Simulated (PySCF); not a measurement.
Values are calculated unless marked as measured or tabulated.
**CH7FNSi2**

The system: CH7FNSi2, a small molecule (built as: C site whose three back bonds go to SiH3, SiH3, F; end group NH); neutral, doublet. The structure, one conformer, was relaxed in the gas phase by PBE0-D3(BJ)/def2-SVP. No frequency run checks that it is a minimum.

SMILES: [NH]C(F)([SiH3])[SiH3]

```tsv
atom	x (Å)	y (Å)	z (Å)
C1	-0.435	-0.205	0.295
Si2	1.160	-1.198	-0.173
Si3	-0.270	1.667	-0.174
F4	-0.562	-0.268	1.697
N5	-1.481	-0.726	-0.421
H6	0.934	-2.621	0.206
H7	1.399	-1.064	-1.636
H8	2.316	-0.639	0.589
H9	-0.012	1.776	-1.636
H10	0.866	2.258	0.593
H11	-1.547	2.338	0.198
H12	-2.193	-1.078	0.232
```

EPR values by unrestricted B3LYP, IGLO-III on C F N Si, pcH-1 on H.

Q: Predict g and the largest hyperfine couplings. Where does the spin sit?

A: g = 2.0021, 2.0034, 2.0060. The spin sits on N5 (83 %, bonded to 1 C + 1 H) by Mulliken populations.
```
atom  isotope  isotropic (MHz)  dipolar, principal values (MHz)
 Si3     29Si           -148.7                -27.6, 13.3, 14.3
 Si2     29Si           -148.1                -27.5, 13.3, 14.3
  N5      14N             27.8               -36.0, -35.7, 71.7
 H12       1H            -50.1                -43.4, -6.3, 49.7
  F4      19F             -7.6               -32.1, -28.6, 60.7
  C1      13C            -31.2                -11.8, -3.2, 15.1
```

Q: How do the isotropic couplings move with BHandHLYP?

A: Si3 -148.7 to -138.2 MHz, Si2 -148.1 to -137.7 MHz, N5 27.8 to 40.9 MHz, H12 -50.1 to -63.3 MHz.
